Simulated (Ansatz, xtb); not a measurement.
Stretching the B1–F3 bond in BFH2O (SMILES OBF) (multiplicity 1 held, fragments rigid). Energies count from the point at 1.327 Å.
Geometry at that point (charge 0, multiplicity 1):
```
atom    x (Å)    y (Å)    z (Å)
----  -------  -------  -------
B     -0.3560  -0.1697  -0.2196
H     -1.2844  -0.6674  -0.7800
F     -0.1423   1.1333  -0.3545
O      0.5051  -0.8606   0.5561
H      0.3044  -1.7990   0.6194
```

R- and RO- levels are restricted; in cc, def2 and unpolarised 6-31G sets they are followed outwards from rest. Unrestricted levels (U-) break spin symmetry where that is lower. Active spaces are followed from a long bond inwards. Left out are points that failed, MP2 points in a non-variational dive below the minimum, coupled-cluster points behind a sign of a changed root (a jump of the amplitudes, or a one-step jump against full CI or MRCI), small-basis points behind a change of solution, and semi-empirical points at long bonds. Curves can end on different states.

Cores are frozen in the correlated methods.

Run with Ansatz (an electronic-structure program); xtb for the GFN methods. Each number belongs to the level named beside it. The GFN methods have no spin term and hold the electronic entropy of 300 K.

Energies in kcal/mol.

```
R (Å)  GFN2-xTB  R-SCS-MP2/cc-pVDZ  U-CCSD(T)/cc-pVDZ  FIC-MRCISD+Q on CASSCF(6,4)/cc-pVDZ
-----  --------  -----------------  -----------------  -----------------------------------
1.062      64.2               70.6               70.6                                 70.0
1.195       9.7               14.5               14.5                                 14.2
1.327       0.0                0.0                0.0                                  0.0
1.460       6.6                5.0                5.0                                  5.2
1.593      18.6               18.9               18.9                                 19.3
1.792      38.7               45.6               45.5                                 46.0
1.991      57.7               72.6               72.1                                 72.8
2.323      84.8              111.7              111.1                                110.4
2.655     104.1              141.8              138.6                                136.3
3.053     118.1              168.2              155.6                                152.4
3.584  left out              190.4              160.7                                159.3
4.247     129.9              200.7              161.7                                161.0
```

Doubts at one or more of the structures used: a restricted determinant that unrestricted orbitals would lower (R-SCS-MP2/cc-pVDZ); a spin-contaminated determinant (U-CCSD(T)/cc-pVDZ); T1 above 0.05 (U-CCSD(T)/cc-pVDZ); the program's own flag: other amplitudes (U-CCSD(T)/cc-pVDZ); active orbitals that take no part (FIC-MRCISD+Q on CASSCF(6,4)/cc-pVDZ).
